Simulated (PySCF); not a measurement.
Vertical excitations of a molecule C3H9FOSi from TDA-CAM-B3LYP/def2-SVPD in PySCF, as energy in eV (oscillator strength): 7.63 (0.050), 8.12 (0.016), 8.48 (0.020), 8.81 (0.023), 8.96 (0.004), 9.18 (0.045). Lowest triplet (TDA): 7.39 eV. Coordinates come from a B3LYP-D3(BJ)/def2-SVP optimisation. Other conformers were not sampled.

Question: Pick the molecule that these values belong to.
(A) CC[Si](C)(O)F
(B) CC(C)O[SiH2]F
(C) CC[Si@H](O)CF
(D) C[C@@H](O)[SiH2]CF

Answer: A, CC[Si](C)(O)F
